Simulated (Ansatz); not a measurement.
Isolated molecules relaxed with PBE0-D4/def2-TZVP in Ansatz; ΔE leaves out vibrations. CBS: MP2 limit from def2 TZ/QZ plus the TZ coupled-cluster correction, frozen cores. This one scheme is used for every species. Functionals use def2-TZVPP. For Br outer-core shells are correlated without core-valence functions, which leaves a few kJ/mol of doubt a bond. Scalar relativity is left out up to krypton. Each species was taken in one conformer, which may not be the lowest.

`CCCBr` + CH₃SH → `CCCSC` + HBr  (substitution at a C–Br bond)

```json
{"level": "r2SCAN-D4", "ΔE (eV)": "-0.07"}
{"level": "PBE0-D4", "ΔE (eV)": "-0.09"}
{"level": "ωB97X-V", "ΔE (eV)": "-0.07"}
{"level": "ωB97M-V", "ΔE (eV)": "-0.08"}
{"level": "B2PLYP", "ΔE (eV)": "-0.03"}
{"level": "PBE0", "ΔE (eV)": "-0.05"}
{"level": "MP2/def2-QZVPP", "ΔE (eV)": "-0.08"}
{"level": "HF/CBS(def2)", "ΔE (eV)": "0.04"}
```

Task: What does CCSD(T)/CBS give? (Best estimate.)

Result: The calculation gave: -0.07 eV. The listed levels differ from it by 0.00, -0.02, 0.00, -0.01, 0.04, 0.02, -0.01, 0.11 eV.

Largest T1 diagnostic among the species: 0.009.

In def2-TZVPP, CCSD(T) changes the Hartree–Fock value by −0.10 eV (the triples alone add −0.02 eV) and MP2 by −0.12 eV. The D4 term adds −0.07 eV with B3LYP and −0.04 eV with PBE0; it sums over pairs of atoms, weighted by their polarisabilities, and B3LYP, whose exchange is more repulsive, gets the larger term.

B3LYP here is the variant with VWN-RPA as its local correlation; programs differ in this.
